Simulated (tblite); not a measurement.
C7H14P (charge +1).
Atom-mapped SMILES: `[CH:1]#[C:2][CH2:3][P@@H+:4]([CH3:5])[CH2:6][CH2:7][CH3:8]` (hydrogens: H9 on C1; H10, H11 on C3; H12 on P4; H13, H14, H15 on C5; H16, H17 on C6; H18, H19 on C7; H20, H21, H22 on C8)
Bond orders are those of one Lewis drawing.

Computed with GFN2-xTB (tblite), gas phase: L-BFGS steps from a force-field or distance-geometry start until the largest atomic force falls under 0.01 eV/Å.

Step 74: E = -657.5534 eV
```
atom  x, y, z in Å  |  force x, y, z in eV/Å
C1      3.2385   -1.6484    0.3927   -0.001   0.013   0.005
C2      2.7498   -0.5726    0.5830   -0.001  -0.011   0.000
C3      2.1310    0.7179    0.8354   -0.009  -0.016   0.015
P4      0.3255    0.4742    0.8139    0.033  -0.029  -0.001
C5     -0.5698    1.9581    1.3200    0.016  -0.020  -0.009
C6     -0.1506   -0.0824   -0.8459    0.020   0.008   0.020
C7     -1.6497   -0.3375   -1.0087    0.000  -0.004  -0.011
C8     -2.1606   -1.3838   -0.0312   -0.020  -0.005   0.020
H9      3.7008   -2.5780    0.2301    0.003   0.017  -0.009
H10     2.4197    1.4414    0.0640   -0.010  -0.001   0.024
H11     2.4408    1.0950    1.8160    0.002   0.026  -0.008
H12     0.0852   -0.5230    1.7347   -0.005   0.014  -0.014
H13    -0.2159    2.3078    2.2898    0.011  -0.026   0.004
H14    -1.6347    1.7382    1.3860   -0.024   0.001   0.015
H15    -0.4156    2.7430    0.5789    0.015   0.026  -0.028
H16     0.4242   -0.9925   -1.0501   -0.008   0.004  -0.006
H17     0.1857    0.6935   -1.5442    0.012  -0.006  -0.006
H18    -1.8219   -0.6842   -2.0271   -0.004   0.006  -0.048
H19    -2.2029    0.5953   -0.8834   -0.017  -0.013  -0.004
H20    -3.2030   -1.6089   -0.2352   -0.022   0.005   0.003
H21    -2.0909   -1.0245    0.9960   -0.010  -0.004   0.035
H22    -1.5960   -2.3092   -0.1198    0.018   0.018   0.002
```

Step 75: E = -657.5539 eV
```
atom  x, y, z in Å  |  force x, y, z in eV/Å
C1      3.2417   -1.6453    0.3878    0.004  -0.008   0.001
C2      2.7524   -0.5706    0.5817   -0.016   0.010  -0.009
C3      2.1299    0.7180    0.8353   -0.002  -0.018   0.018
P4      0.3249    0.4699    0.8138    0.039  -0.022   0.007
C5     -0.5711    1.9520    1.3238    0.015  -0.014  -0.014
C6     -0.1499   -0.0846   -0.8468    0.036   0.009   0.018
C7     -1.6481   -0.3386   -1.0129    0.005   0.001  -0.011
C8     -2.1632   -1.3739   -0.0264   -0.029  -0.014   0.016
H9      3.7029   -2.5750    0.2222    0.006   0.021  -0.006
H10     2.4156    1.4447    0.0655   -0.007  -0.012   0.029
H11     2.4395    1.0936    1.8166   -0.003   0.031  -0.007
H12     0.0869   -0.5307    1.7312   -0.007   0.012  -0.009
H13    -0.2157    2.3017    2.2935    0.005  -0.032  -0.006
H14    -1.6359    1.7314    1.3902   -0.019   0.004   0.018
H15    -0.4180    2.7371    0.5823    0.013   0.025  -0.020
H16     0.4241   -0.9952   -1.0494   -0.001  -0.009  -0.006
H17     0.1896    0.6891   -1.5454    0.014   0.006  -0.009
H18    -1.8157   -0.6937   -2.0289   -0.012  -0.006  -0.053
H19    -2.1998    0.5961   -0.8993   -0.028   0.000   0.001
H20    -3.2008   -1.6110   -0.2402   -0.032   0.014   0.009
H21    -2.1080   -0.9991    0.9963   -0.010  -0.009   0.030
H22    -1.5918   -2.2965   -0.0960    0.029   0.011   0.005
```

Problem. Estimate the geometry and energy of step 76. (The exact step hangs on the optimiser's Hessian estimate; all steps are aligned on step 75, rigid shifts and turns removed.)

Solution. E = -657.5545 eV, largest force 0.048 eV/Å
```
atom  x, y, z in Å  |  force x, y, z in eV/Å
C1      3.2481   -1.6409    0.3843    0.006  -0.024  -0.003
C2      2.7558   -0.5684    0.5816   -0.026   0.027  -0.019
C3      2.1280    0.7174    0.8361    0.007  -0.014   0.020
P4      0.3242    0.4645    0.8141    0.030  -0.007   0.011
C5     -0.5698    1.9470    1.3265    0.009  -0.004  -0.020
C6     -0.1502   -0.0872   -0.8469    0.038   0.005   0.005
C7     -1.6482   -0.3394   -1.0162    0.006   0.005  -0.011
C8     -2.1675   -1.3662   -0.0230   -0.027  -0.017   0.005
H9      3.7099   -2.5696    0.2157    0.011   0.019  -0.003
H10     2.4098    1.4475    0.0678   -0.002  -0.022   0.028
H11     2.4373    1.0929    1.8175   -0.007   0.033  -0.001
H12     0.0865   -0.5383    1.7283   -0.009   0.005  -0.001
H13    -0.2118    2.2957    2.2961   -0.002  -0.033  -0.019
H14    -1.6356    1.7296    1.3939   -0.002   0.006   0.017
H15    -0.4150    2.7316    0.5839    0.008   0.016  -0.003
H16     0.4216   -0.9989   -1.0490    0.008  -0.021  -0.004
H17     0.1925    0.6840   -1.5464    0.014   0.017  -0.008
H18    -1.8122   -0.6998   -2.0312   -0.015  -0.016  -0.043
H19    -2.1986    0.5965   -0.9113   -0.034   0.013   0.005
H20    -3.2003   -1.6153   -0.2467   -0.034   0.023   0.016
H21    -2.1266   -0.9787    0.9959   -0.012  -0.015   0.017
H22    -1.5881   -2.2848   -0.0762    0.032   0.002   0.011
```

The energy changes by -0.0006 eV. The first-order estimate −F·Δx gives -0.0008 eV and the mean of the old and new forces, exact on a quadratic surface, -0.0006 eV. The step makes an angle of 83° with the force vector and moves no atom by more than 0.028 Å.

The cost below is that of the whole relaxation. The run took 1.1 s wall on one thread of an Arm Neoverse V1, shared host with 32 logical CPUs at a one-minute load of 11.
